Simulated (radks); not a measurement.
Values are calculated unless marked as measured or tabulated.
Question: Species: Nd35+. Configuration: [Ar] 3d6 4p1 (not the ground configuration). Level of theory: Dirac Kohn-Sham, BLYP, spin-unpolarised, spherical densities, point nucleus; open shells fill j = l - 1/2 first (a radial shooting solver on a logarithmic mesh with Libxc functionals). Some entries of the table are withheld. Estimate them.

orbital  occ.  eigenvalue (hartree)  r(max) (bohr)  <1/r> (bohr^-1)
1s1/2       2             -1654.096        0.01509            66.07
2s1/2       2             -316.6602        0.08548              (1)
2p1/2       2             -303.1788            (2)            15.67
2p3/2       4             -283.9014            (3)            14.09
3s1/2       2             -108.4988         0.2379            5.955
3p1/2       2                   (4)         0.2241            5.880
3p3/2       4                   (5)         0.2348            5.480
3d3/2       4             -89.75672         0.1852              (6)
3d5/2       2             -88.78528         0.1881              (7)
4p1/2       1                   (8)         0.4953              (9)
4p3/2       0                  (10)         0.5118             (11)

Answer: 
(1) 2s1/2 <1/r> (bohr^-1): 15.71
(2) 2p1/2 r(max) (bohr): 0.06494
(3) 2p3/2 r(max) (bohr): 0.07035
(4) 3p1/2 eigenvalue (hartree): -103.0137
(5) 3p3/2 eigenvalue (hartree): -98.72795
(6) 3d3/2 <1/r> (bohr^-1): 5.359
(7) 3d5/2 <1/r> (bohr^-1): 5.258
(8) 4p1/2 eigenvalue (hartree): -50.91145
(9) 4p1/2 <1/r> (bohr^-1): 2.899
(10) 4p3/2 eigenvalue (hartree): -49.46489
(11) 4p3/2 <1/r> (bohr^-1): 2.761
